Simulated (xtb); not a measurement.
MgClBr, SMILES [Cl][Mg][Br]. All values are semi-empirical tight-binding results from xtb (GFN2-xTB unless named), good for trends rather than for accurate numbers. Geometry: GFN2-xTB.

For metal compounds this method's bond lengths and energies can be far off.

Computed properties:
| Property | Result |
|---|---|
| point group as xtb finds it | Cs |
| orbital gap | 2.89 eV |
| zero-point energy | 1.1 kcal/mol |
| G − E(el) at 298.15 K (modified RRHO) | -17.4 kcal/mol |
